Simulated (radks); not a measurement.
Results of a calculation; reference values are marked as such.
All-electron atom: Tb V in [Kr] 4d10 4f7.25 5s2 5p5.75 (fractional occupations, a model configuration).

Code: a radial shooting solver on a logarithmic mesh with Libxc functionals. Model: scalar-relativistic Kohn-Sham, BP86, spin-polarised, spherical densities, finite nucleus; open shells are filled with parallel spins first (spin-orbit coupling, left out, can overturn this in heavy ions); Fermi nuclear charge, rms radius 5.06 fm.

Energy parts (eV):
part                      energy
total                 -318554.61
kinetic                342818.78
electron-nucleus      -775310.45
Hartree                120906.08
exchange-correlation    -6969.02

Orbitals (lengths in bohr, moments of r in powers of bohr; r(max) is where P^2 peaks):
orbital  occ.  eigenvalue (eV)      <r^4>   r(max)
1s up       1        -51910.21  1.063e-06  0.01364
1s down     1        -51910.19  1.063e-06  0.01364
2s up       1        -8648.537  0.0001681  0.07750
2s down     1        -8648.468  0.0001681  0.07750
2p up       3        -7691.529  0.0001261  0.06279
2p down     3        -7691.471  0.0001261  0.06279
3s up       1        -1961.064   0.006477   0.2198
3s down     1        -1958.281   0.006452   0.2197
3p up       3        -1665.838   0.006803   0.2158
3p down     3        -1663.068   0.006772   0.2157
3d up       5        -1280.497   0.005412   0.1765
3d down     5        -1278.369   0.005375   0.1764
4s up       1        -432.7684     0.1575   0.5043
4s down     1        -426.5189     0.1578   0.5042
4p up       3        -335.2721     0.2060   0.5263
4p down     3        -329.0965     0.2068   0.5262
4d up       5        -201.3224     0.3184   0.5454
4d down     5        -195.2476     0.3229   0.5453
4f up       7         -55.2856      1.354   0.5442
4f down  0.25         -49.7262      1.649   0.5467
5s up       1         -94.0300      4.645    1.153
5s down     1         -90.8865      4.933    1.165
5p up       3         -68.9711      8.051    1.291
5p down  2.75         -66.5722      8.668    1.309
5d up       0         -37.9104      26.42    1.646
5d down     0         -36.6441      29.25    1.685
6s up       0         -32.1264      106.5    2.612
6s down     0         -31.5335      113.2    2.654

The highest occupied level is 4f down at -49.726 eV. The spin density at the nucleus is 0.74 e/bohr^3 (1s -0.13, 2s -1.09, 3s -17.88, 4s 3.45, 5s 16.39). Summed over all electrons, <r^2> = 31.34 bohr^2, which gives a Langevin (diamagnetic) susceptibility term of -24.8 x 10^-6 cm^3/mol. The electron density at the nucleus is 7.207e+05 e/bohr^3 (large components only).
